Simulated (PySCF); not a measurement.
Compound: 2-propyl-1,3-dioxolane, C6H12O2.
Structure used (GFN2-xTB), in Å, numbered top down from 1:
```
atom  x, y, z in Å
C1    -3.1912   -0.3721    0.1717
C2    -1.7466   -0.7187   -0.1660
C3    -0.8450    0.5089   -0.0809
C4     0.6038    0.1714   -0.3985
O5     1.3921    1.3361   -0.4170
C6     2.7147    0.9298   -0.1429
C7     2.5554   -0.4381    0.5608
O8     1.1622   -0.6531    0.5947
H9    -3.8227   -1.2543    0.0982
H10   -3.5722    0.3827   -0.5129
H11   -3.2635    0.0180    1.1842
H12   -1.3735   -1.4753    0.5256
H13   -1.6968   -1.1340   -1.1753
H14   -1.1694    1.2756   -0.7857
H15   -0.8744    0.9281    0.9254
H16    0.6777   -0.3392   -1.3845
H17    3.2877    0.8301   -1.0738
H18    3.1786    1.6876    0.4905
H19    2.9228   -0.4378    1.5884
H20    3.0550   -1.2349   -0.0052
```

Vertical excitations from PySCF (density fitting, frozen core in the response, grid level 2 and gas phase unless stated; continuum runs use non-equilibrium linear response for the excitations) on a GFN2-xTB geometry. Reference run:

```json
{"settings": "BLYP/pcseg-1, grid level 1, TDA, 12 singlets", "S1, eV (f)": "6.52 (0.032)", "S2, eV (f)": "6.71 (0.007)", "S3, eV (f)": "6.79 (0.030)", "S4, eV (f)": "6.98 (0.004)", "S5, eV (f)": "7.25 (0.058)", "S6, eV (f)": "7.37 (0.001)", "T1, eV (Tamm–Dancoff)": "6.34", "mean α (au)": "74.4"}
```

Task: What do these settings give: LC-wPBE/cc-pVDZ, grid level 1, TDA, 12 singlets?

Result: 
```json
{"settings": "LC-wPBE/cc-pVDZ, grid level 1, TDA, 12 singlets", "S1, eV (f)": "8.82 (0.071)", "S2, eV (f)": "8.88 (0.002)", "S3, eV (f)": "9.72 (0.008)", "S4, eV (f)": "9.85 (0.100)", "S5, eV (f)": "9.94 (0.060)", "S6, eV (f)": "10.02 (0.062)", "T1, eV (Tamm–Dancoff)": "8.31", "mean α (au)": "69.0"}
```

S1 moves by +2.30 eV; functional and basis change together, so the shift can't be laid on one. States are counted by energy in each run and needn't keep their character from row to row.

Task: Give the leading configurations of S1 (H = HOMO, L = LUMO) and the HOMO–LUMO gap of each run.

Result: 
| settings | S1 configurations (weight) | S1 (eV) | orbital gap (eV) | S1 − gap (eV) |
| --- | --- | --- | --- | --- |
| BLYP/pcseg-1, grid level 1, TDA, 12 singlets | H→L 0.97 | 6.52 | 6.43 | +0.09 |
| LC-wPBE/cc-pVDZ, grid level 1, TDA, 12 singlets | H→L 0.75 | 8.82 | 14.25 | -5.43 |

One conformer stands for the species.
